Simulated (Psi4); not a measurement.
H2S, charge +1, doublet, geometry from GFN2-xTB (a state made from the parent by changing its charge; the spin is typed, not shown lowest), atoms displaced at random by about 0.02 Å a coordinate. Base run: B3LYP/STO-3G in Psi4.

Psi4 was given this input:
```
memory 2 GB

molecule mol {
1 2
  S    -0.038558   -0.027100    0.090730
  H    -0.039266    0.989628   -0.810837
  H     0.039608   -0.951777   -0.892710
}

set basis sto-3g
set reference uks

optimize('b3lyp')
print_variables()
```

The base run was repeated with changes; each row names its change, and settings that it needs were set with it.

```tsv
change	ΔE vs base (kcal/mol)	optimiser steps
base	0.000	4
intrafrag_hess = lindh	0.000	6
g_convergence = turbomole	0.000	5
intrafrag_hess = simple	0.000	4
hess_update = none	0.000	5
opt_coordinates = cartesian	0.000	8
step_type = sd	0.000	4
```

Open shells are given as the SCF converged; they aren't shown to be the lowest states, and a large step between rows can be another state.
